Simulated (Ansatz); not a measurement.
Reaction (ligand exchange at the Si–S bond): `CO[SiH2]S[SiH3]` + `[OH][Mg][SH]` → `[SiH3][O][Mg][SH]` + `CO[SiH2]S`

Isolated molecules relaxed with PBE0-D4/def2-TZVP in Ansatz; ΔE leaves out vibrations. CBS: MP2 limit from def2 TZ/QZ plus the TZ coupled-cluster correction, frozen cores. This one scheme is used for every species. Functionals use def2-TZVPP. B3LYP here is the variant with VWN-RPA as its local correlation; programs differ in this. HSE06 is defined as in plane-wave codes. For Mg outer-core shells are correlated without core-valence functions, which leaves a few kJ/mol of doubt a bond. Each species was taken in one conformer, which may not be the lowest.

`CO[SiH2]S[SiH3]`:

```xyz
13

C     0.637    1.880    0.656
O     1.236    1.386   -0.521
Si    0.990   -0.119   -1.107
S    -1.069   -0.509   -1.532
Si   -1.513   -1.649    0.220
H    -0.453    1.915    0.558
H     0.893    1.264    1.525
H     1.007    2.892    0.824
H     1.436   -1.144   -0.123
H     1.752   -0.186   -2.370
H    -2.981   -1.861    0.216
H    -1.119   -0.912    1.449
H    -0.816   -2.958    0.204
```

`[OH][Mg][SH]`:

```xyz
5

O    -1.475    0.548   -0.909
Mg   -0.112    0.187    0.139
S     1.615   -0.311    1.548
H    -2.054    0.914   -1.563
H     2.025   -1.339    0.784
```

`[SiH3][O][Mg][SH]`:

```xyz
8

Si    0.956    1.375   -0.808
O     0.011    0.234   -0.171
Mg   -1.032   -1.031    0.538
S    -2.388   -2.633    1.426
H     1.608    2.195    0.255
H     2.039    0.777   -1.643
H     0.175    2.302   -1.678
H    -1.370   -3.220    2.080
```

`CO[SiH2]S`:

Z-matrix (Å, degrees):
```
C
O 1 1.410
H 1 1.091 2 108.1
H 1 1.096 2 111.7 3 119.3
H 1 1.095 2 111.3 3 -119.1
Si 2 1.639 1 122.6 3 -170.3
S 6 2.120 2 109.8 1 171.1
H 6 1.488 2 108.6 1 49.0
H 6 1.485 2 111.9 1 -72.6
H 7 1.344 6 94.3 2 -69.2
```

```
             level  ΔE (kJ/mol)  difference from CCSD(T)/CBS
       LDA (SPW92)        -39.2                         14.0
            PBE-D4        -36.5                         16.7
         revPBE-D4        -34.8                         18.4
           BLYP-D4        -48.4                          4.8
            B97M-V        -56.5                         -3.3
           PBE0-D4        -40.9                         12.3
          B3LYP-D4        -51.6                          1.6
        r2SCANh-D4        -49.0                          4.2
        r2SCAN0-D4        -49.6                          3.6
          BHLYP-D4        -57.0                         -3.8
      CAM-B3LYP-D4        -57.8                         -4.6
           ωB97X-V        -51.1                          2.1
          PBE-QIDH        -50.1                          3.1
               PBE        -43.3                          9.9
            revPBE        -46.4                          6.8
              BLYP        -61.6                         -8.4
            r2SCAN        -50.5                          2.7
              PBE0        -47.0                          6.2
             B3LYP        -62.5                         -9.3
           r2SCANh        -51.0                          2.2
           r2SCAN0        -51.8                          1.4
             HSE06        -46.9                          6.3
             BHLYP        -67.3                        -14.1
         CAM-B3LYP        -64.4                        -11.2
           LC-ωPBE        -49.9                          3.3
RPA@PBE/def2-TZVPP        -62.6                         -9.4
      MP2/def2-SVP        -56.8                         -3.6
     CCSD/def2-SVP        -62.4                         -9.2
  CCSD(T)/def2-SVP        -60.0                         -6.8
     HF/def2-TZVPP        -78.8                        -25.6
    MP2/def2-TZVPP        -51.5                          1.7
SCS-MP2/def2-TZVPP        -59.6                         -6.4
   CCSD/def2-TZVPP        -60.8                         -7.6
CCSD(T)/def2-TZVPP        -56.7                         -3.5
     HF/def2-QZVPP        -81.1                        -27.9
    MP2/def2-QZVPP        -50.3                          2.9
SCS-MP2/def2-QZVPP        -58.3                         -5.1
      HF/CBS(def2)        -81.5                        -28.3
     MP2/CBS(def2)        -48.0                          5.2
    CCSD/CBS(def2)        -57.3                         -4.1
       CCSD(T)/CBS        -53.2                            0
```

Largest T1 diagnostic among the species: 0.012.

In def2-TZVPP, CCSD(T) changes the Hartree–Fock value by +22.1 kJ/mol (the triples alone add +4.0 kJ/mol) and MP2 by +27.3 kJ/mol. At CCSD(T), def2-SVP lies −6.8 kJ/mol from the extrapolated value and def2-TZVPP −3.5 kJ/mol.
